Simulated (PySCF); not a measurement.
Delta-SCF ions had no search for a lower state. Excitations are Tamm–Dancoff values on a coarser integration grid. The basis has no diffuse functions, so Rydberg states are missing or too high.

Cartesian coordinates (Å):
SMILES: [H]/B=C/N
```xyz
7

B      1.4137    -0.2179     0.0339
C      0.1323     0.3028    -0.0532
N     -1.1791    -0.1582    -0.2403
H      2.5443    -0.5343     0.0642
H      0.2247     1.3975    -0.0575
H     -1.2814    -1.1445    -0.0550
H     -1.8545     0.3545     0.3079
```
Charge 0, multiplicity 1.

Question: Estimate the S1 excitation (TDA), LUMO, brightest of the four lowest singlets (TDA), dipole moment, T1 excitation (TDA), vertical ionisation energy (Delta-SCF), HOMO–LUMO gap and HOMO that ωB97X-D3(BJ)/def2-TZVP // PBE0-D3(BJ)/def2-TZVP (PySCF) returns for this input.

Answer: 
```yaml
S1 excitation (TDA): 2.15 eV
LUMO: 0.70 eV
brightest of the four lowest singlets (TDA): 6.27 eV
dipole_moment: 1.17 D
T1 excitation (TDA): 1.79 eV
vertical ionisation energy (Delta-SCF): 7.74 eV
HOMO–LUMO gap: 8.35 eV
HOMO: -7.65 eV
```
